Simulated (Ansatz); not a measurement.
A structure relaxed at PBE0-D4/def2-TZVP, charge 0, multiplicity 1:

Cartesian coordinates in Å:
```
F -1.681 -0.312 0.195
Ge 0.044 -0.186 0.074
I 0.552 2.067 -0.862
H 0.494 -1.273 -0.905
H 0.592 -0.296 1.498
```

Q: Give its formula and SMILES.

A: FGeH2I, `[F][GeH2][I]`.

Q: Point group (tolerance 0.08 Å, 0.16 Å for H)?

A: Cs.

Q: Summarise the bond lengths by kind.

A: 1 × F–Ge 1.734 Å; 1 × Ge–I 2.492 Å; 2 × Ge–H 1.530 Å.

Results of the Gaussian-basis code of Ansatz.
